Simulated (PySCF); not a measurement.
B3LYP-D3(BJ)/def2-SVP geometry optimisation, gas phase with PySCF 2.14 and geomeTRIC: NiBr2, charge 0, multiplicity 3. Start (GFN2-xTB, shaken):

```
3

Ni   -0.0087   -0.0006   -0.0040
Br   -0.0247   -0.0237    2.0837
Br    0.0210    0.0421   -2.1060
```

| step | E − E(start) / kcal mol⁻¹ | largest force / Eh bohr⁻¹ |
| --- | --- | --- |
| 0 | 0.00 | 0.04537 |
| 1 | -5.16 | 0.01103 |
| 2 | -5.54 | 0.00238 |
| 3 | -5.56 | 0.00021 |
| 4 | -5.56 | 0.00039 |
| 5 | -5.56 | 0.00064 |
| 6 | -5.56 | 0.00053 |
| 7 | -5.56 | 0.00037 |

The optimisation met its thresholds. End point:

```
3

Ni   -0.0068    0.0023   -0.0091
Br   -0.0542   -0.0637    2.2083
Br    0.0485    0.0792   -2.2255
```

Metal–donor distances, start → end: Br2 2.088 → 2.219 Å, Br3 2.103 → 2.218 Å.

No frequencies were computed, so the end point may be a saddle point.

The job took 85 s on one thread of Arm Neoverse V1 (shared host), with 95 basis functions, launched as `OMP_NUM_THREADS=1 python lf_run.py task.json out`.
